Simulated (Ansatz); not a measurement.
C$_{3}$H$_{8}$GeO, SMILES `C[CH2][Ge][O]C`. Total charge 0; spin multiplicity 1. The geometry is a stationary point of PBE0-D4/def2-TZVP. It is one conformer, not always the lowest.

```xyz
13

C     1.395    0.801    0.964
C     0.782    1.546   -0.209
Ge   -0.699    0.675   -1.219
O    -0.740   -0.822   -0.237
C    -1.647   -1.860   -0.513
H     1.813   -0.158    0.652
H     2.196    1.379    1.435
H     0.648    0.580    1.728
H     0.383    2.522    0.101
H     1.540    1.793   -0.967
H    -2.295   -1.638   -1.370
H    -2.280   -2.037    0.362
H    -1.097   -2.782   -0.726
```

Task: What is the dipole moment at B3LYP/def2-TZVPP? (An estimate is asked.)

Result: The calculation gave: 0.44 D, with components (-0.30, -0.01, -0.32) D in this frame, pointing from negative to positive charge.

Task: And with PBE, r2SCAN, ωB97M-V? (Estimate.)

Result: Computed: PBE 0.28 D, r2SCAN 0.26 D, ωB97M-V 0.46 D.

Task: Give the Mulliken charges with B3LYP, PBE, r2SCAN in def2-TZVPP. (Best estimate.)

Result: Computed: 
| atom | B3LYP | PBE | r2SCAN |
| --- | --- | --- | --- |
| C1 | -0.21 | -0.22 | -0.09 |
| C2 | -0.28 | -0.27 | -0.21 |
| Ge3 | 0.34 | 0.26 | 0.29 |
| O4 | -0.39 | -0.32 | -0.39 |
| C5 | -0.11 | -0.13 | 0.02 |
| H6 | 0.08 | 0.08 | 0.04 |
| H7 | 0.08 | 0.08 | 0.04 |
| H8 | 0.08 | 0.08 | 0.04 |
| H9 | 0.08 | 0.08 | 0.05 |
| H10 | 0.08 | 0.08 | 0.05 |
| H11 | 0.07 | 0.07 | 0.04 |
| H12 | 0.10 | 0.10 | 0.06 |
| H13 | 0.10 | 0.10 | 0.06 |

B3LYP here is the variant with VWN-RPA as its local correlation; programs differ in this.
